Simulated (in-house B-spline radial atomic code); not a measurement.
Values are calculated unless marked as measured or tabulated.
# Correlation energy from the adiabatic connection: −Z/r, Z = 4.57, wall at 0.42 bohr

Two electrons in a singlet, external potential −Z/r, Z = 4.57, wall at 0.42 bohr (atomic units). Full CI in B-splines (partial waves to l = 8, correlation up to 0.6 % small) with the density held fixed gives W(λ) = <V_ee>_λ − U, and E_c is the integral of W(λ) − W(0) from 0 to 1.

```json
{"λ": "0", "W(λ) − W(0) (hartree)": "0.00000"}
{"λ": "0.02", "W(λ) − W(0) (hartree)": "-0.00195"}
{"λ": "0.05", "W(λ) − W(0) (hartree)": "-0.00487"}
{"λ": "0.12", "W(λ) − W(0) (hartree)": "-0.01164"}
{"λ": "0.25", "W(λ) − W(0) (hartree)": "-0.02409"}
{"λ": "0.4", "W(λ) − W(0) (hartree)": "-0.03827"}
{"λ": "0.6", "W(λ) − W(0) (hartree)": "-0.05684"}
{"λ": "0.8", "W(λ) − W(0) (hartree)": "-0.07505"}
{"λ": "1", "W(λ) − W(0) (hartree)": "-0.09291"}
```

Question: Integrate the table by the trapezoid rule.

Answer: The strips give -0.00002, -0.00010, -0.00058, -0.00232, -0.00468, -0.00951, -0.01319, -0.01680, which sum to -0.04720 hartree. The direct value, W(1) − W(0) + T_c with T_c = 0.04568, is -0.04723; the curve is convex, so chords lie above it and the trapezoids fall short in size by 0.07 %.

Question: Now use only three numbers: W(0) = -4.8786, the initial slope W'(0) = -0.09758 (extrapolated from the first points) and the strong-coupling limit of the point-charge-plus-continuum model, W∞ = -5.6678. What do second-order theory and the interpolation W(λ) = W∞ + (W(0) − W∞)/√(1 + 2χλ) of Seidl, Perdew and Levy give?

Answer: Second order keeps the slope alone: E_c = W'(0)/2 = -0.04879, +3 % in size against -0.04723. Matching the slope fixes χ = W'(0)/(W∞ − W(0)) = -0.09758/(-0.78920) = 0.12364. Integrating, with s = √(1 + 2χ) = 1.116821, E_c = −(W(0) − W∞)(s − 1)/(s + 1) = −0.78920 × 0.116821/2.116821 = -0.04355 hartree, -7.8 % in size against the full result. At λ = 1 the formula gives W − W(0) = -0.08255 against -0.09291. Part of the miss can come from the model's W∞.
